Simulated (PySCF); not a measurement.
This PySCF input asks for the NMR shieldings of `InChI=1S/C6H9.Al.ClH.FH/c1-2-5-4-6(5)3-1;;;/h4-6H,1-3H2;;2*1H/q;+2;;/p-2/t5-,6+;;;`; the geometry comes from GFN2-xTB.

```python
import basis_set_exchange as bse
import numpy as np
from pyscf import gto, dft
from pyscf.prop import nmr

atoms = """
F     3.270695    2.749190   -0.559362
Al    2.764943    1.330798    0.128186
Cl    4.121820    0.211647    1.138750
C     0.872906    0.819651   -0.078726
C     0.506232   -0.646765   -0.208388
C    -0.786907   -0.951935   -0.945707
C    -1.888903   -0.761769    0.109384
C    -1.332256    0.247075    1.127463
C     0.175913    0.079941    1.047748
H     0.225565    1.494046   -0.637422
H     1.293108   -1.388602   -0.237406
H    -0.929901   -0.265192   -1.782491
H    -0.788037   -1.966131   -1.343998
H    -2.827804   -0.427526   -0.330440
H    -2.072286   -1.712988    0.611216
H    -1.625958    1.265405    0.864356
H    -1.701394    0.043423    2.132144
H     0.713505   -0.113950    1.966423
"""
names = dict.fromkeys(["F", "Al", "Cl", "C", "H"], "pcSseg-1")
basis = {el: gto.basis.parse(bse.get_basis(n, elements=[el], fmt="nwchem")) for el, n in names.items()}
mol = gto.M(atom=atoms, basis=basis, charge=0, verbose=0)
mf = dft.RKS(mol, xc="PBE0")
mf.grids.level = 2
mf.grids.alignment = dft.numint.BLKSIZE   # the property module wants whole blocks of grid points
mf.conv_tol = 1e-9
mf.kernel()

calc = nmr.RKS(mf)   # GIAO
C = mf.mo_coeff
Co = C[:, mf.mo_occ > 0]
resp = mf.gen_response(singlet=True, hermi=2)
def vind(x):   # induced exchange potential for any number of trial vectors
    d = np.einsum("pi,xij,qj->xpq", C, 2 * x.reshape(-1, C.shape[1], Co.shape[1]), Co, optimize=True)
    return np.einsum("xpq,pi,qj->xij", resp(d - d.transpose(0, 2, 1)), C, Co, optimize=True).ravel()
mo1, _ = nmr.rhf.solve_mo1(calc, with_cphf=vind)
sigma = calc.kernel(mo1)
for i, s in enumerate(sigma):   # ppm
    print("%2d %-2s %9.2f" % (i, mol.atom_pure_symbol(i), np.trace(s) / 3))
```

**Question.** Give the expected output.

**Answer.** 
```
 0 F     308.18
 1 Al    418.63
 2 Cl    973.34
 3 C     165.10
 4 C     159.97
 5 C     151.60
 6 C     150.32
 7 C     151.57
 8 C     159.97
 9 H      32.78
10 H      30.24
11 H      30.35
12 H      29.57
13 H      29.92
14 H      29.53
15 H      30.35
16 H      29.57
17 H      30.24
```

These numbers come from an equivalent density-fitted implementation of the same equations, which agrees with the script to about 0.01 ppm for H and up to a few tenths of a ppm for heavy atoms, so last digits may differ.

Size and cost of the density-fitted run: 212 basis functions, 2.2 min wall time (100 s CPU) on 1 thread of an Intel Xeon, shared host; peak memory 0.95 GiB.
